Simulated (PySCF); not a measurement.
CHNO, SMILES N=C=O.

Coordinates come from a ωB97X-D3(BJ)/def2-TZVP optimisation.

Calculation: PySCF with ωB97X-D3(BJ)/def2-TZVP.

Harmonic, unscaled wavenumbers; measured fundamentals usually lie a few per cent lower.

Problem. Give all harmonic wavenumbers and intensities. (The exact figures need the calculation; the answer reports its results.)

Solution. 
```json
[
 {"mode": "1", "ν (cm⁻¹)": "568", "IR (km/mol)": "112.2", "Raman (Å⁴/amu)": "0.8", "depolarisation": "0.75", "moving atoms (share of kinetic energy)": "H 51 %, C 36 %, O 11 %"},
 {"mode": "2", "ν (cm⁻¹)": "652", "IR (km/mol)": "6.4", "Raman (Å⁴/amu)": "0.6", "depolarisation": "0.75", "moving atoms (share of kinetic energy)": "C 70 %, O 15 %, N 9 %"},
 {"mode": "3", "ν (cm⁻¹)": "798", "IR (km/mol)": "201.6", "Raman (Å⁴/amu)": "2.6", "depolarisation": "0.39", "moving atoms (share of kinetic energy)": "H 38 %, C 37 %, N 21 %"},
 {"mode": "4", "ν (cm⁻¹)": "1357", "IR (km/mol)": "0.1", "Raman (Å⁴/amu)": "25.8", "depolarisation": "0.15", "moving atoms (share of kinetic energy)": "N 50 %, O 47 %"},
 {"mode": "5", "ν (cm⁻¹)": "2348", "IR (km/mol)": "811.2", "Raman (Å⁴/amu)": "0.6", "depolarisation": "0.37", "moving atoms (share of kinetic energy)": "C 72 %, O 16 %, N 10 %"},
 {"mode": "6", "ν (cm⁻¹)": "3712", "IR (km/mol)": "169.5", "Raman (Å⁴/amu)": "74.7", "depolarisation": "0.29", "moving atoms (share of kinetic energy)": "H 92 %"}
]
```
